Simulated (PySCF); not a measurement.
These 2 structures share the formula BH6OPSi. Level of theory: PySCF 2.14.0, PBE0-D3(BJ)/def2-SVP geometry optimisation, gas phase. One conformer each; no zero-point energy, no entropy. No frequencies were run at this level. Point groups hold within 0.08 Å.

Task: Rank from lowest to highest electronic energy at this level (kJ/mol).
A. `[SiH3:1][O:2][BH:3][PH2:4]` with Si1–O2–B3–P4 0°, O2–B3–P4–H -44° and -142°
B. `[BH2:1][PH:2][SiH2:3][OH:4]` with H–B1–P2–Si3 142° and -44°, B1–P2–Si3–O4 166°, P2–Si3–O4–H -54°

Result: A (0.0), B (97.2).

As drawn, the lower has a B–O bond, which the higher lacks; the higher has an O–H bond, which the lower lacks.

| SMILES | E (Eh) | E rel (kJ/mol) | dipole (D) | point group | A, B, C (MHz) |
| --- | --- | --- | --- | --- | --- |
| [SiH3]OBP | -733.94445 | 0.0 | 1.52 | – | 10830, 2004, 1745 |
| BP[SiH2]O | -733.90743 | 97.2 | 0.77 | C1 | 11644, 2205, 1959 |

Task: How do the relative energies change in single points at PBE0/pcSseg-1 (no added dispersion term) on the same geometries?

Result: 
| SMILES | PBE0-D3(BJ)/def2-SVP (kJ/mol) | PBE0/pcSseg-1 (kJ/mol) | shift |
| --- | --- | --- | --- |
| [SiH3]OBP | 0.0 | 0.0 | 0.0 |
| BP[SiH2]O | 97.2 | 89.6 | -7.6 |

Each column counts from its own lowest isomer. The order is unchanged; the largest shift is 7.6 kJ/mol.
